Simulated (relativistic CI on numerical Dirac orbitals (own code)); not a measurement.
Radial Dirac CI calculation of Au II.

Command:

```sh
python run_levels.py task.json out
```

Input:

```
atom Au  Z=79  charge=1  electrons=78
nucleus A=197  rms_radius_fm=5.4371
hamiltonian dirac-coulomb  breit=on  qed=on  c_scale=1
orbitals kli  potential=per-configuration
slater_scale 1
correlation none
mixing on
grid step=0.0125 r_max=100.6
scf mixing=0.4 start=green max_iterations=30 tolerance=2e-08 node_fill=0.05
configurations
  [Xe] 4f14 5d10
end
```

Output:

```
SCF 1: [Xe] 4f14 5d10
 iter      energy (Ha)   residual   last orbital (Ha)
    1    -19001.782232   3.16e+00     -2.44730
    2    -19033.565560   6.88e-01     -0.96161
    3    -19034.958524   2.81e-01     -0.71333
    4    -19035.200751   1.36e-01     -0.77937
    5    -19035.226292   7.28e-03     -0.73400
    6    -19035.226277   3.05e-03     -0.73431
    7    -19035.226875   9.81e-04     -0.73488
    8    -19035.226645   1.06e-03     -0.73377
    9    -19035.226767   8.19e-05     -0.73415
   10    -19035.226775   9.66e-06     -0.73419
   11    -19035.226777   4.26e-07     -0.73420
   12    -19035.226776   3.17e-08     -0.73420
   13    -19035.226777   6.89e-10     -0.73420
orbital energies (Ha): 4d5/2 -12.2316  4f5/2 -3.5853  4f7/2 -3.4459  5s -4.4550  5p1/2 -3.1282  5p3/2 -2.5348  5d3/2 -0.7911  5d5/2 -0.7342
configuration averages (Ha): Dirac-Coulomb, Breit, QED
  5d10                        -19035.226777   21.652771   14.830135
levels: no., configuration, term, J, E (cm-1), weight
   1 5d10                   1S   0                0.0  1.00
lowest total energy -18998.743870 Ha
end: converged
```

Against the reference input this run has: iteration limit 30. The reference run ends at -18998.743870 Ha with Breit and QED terms. The change (iteration limit 30) leaves the energy and the levels as they were.
